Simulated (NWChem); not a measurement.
System: H₂SeSO; SMILES O[Se]S

The following NWChem deck was run.

```
start job
memory heap 200 mb stack 900 mb global 1100 mb
geometry units angstroms noautoz
  Se     0.400491     0.474653    -0.000931
  O     -1.155451     1.384370    -0.065730
  H     -1.471357     1.464037     0.844711
  S     -0.220442    -1.620548     0.058438
  H     -0.371007    -1.824328    -1.273450
end
basis spherical
  Se library def2-tzvp
  O library def2-tzvp
  H library def2-tzvp
  S library def2-tzvp
end
dft
  xc xtpss03 ctpss03
  iterations 150
  mulliken
end
task dft energy
```

Geometry: optimised at PBE0/def2-SVP.

Problem. Give the results of this calculation. (TPSS/def2-TZVP.) Quantities: energy (Ha); highest occupied level (eV); orbital gap (eV); dipole (D).

Solution. 
```
Property                       Result
---------------------------  --------
energy (Ha)                  -2876.18
highest occupied level (eV)     -5.84
orbital gap (eV)                 3.93
dipole (D)                       0.57
```
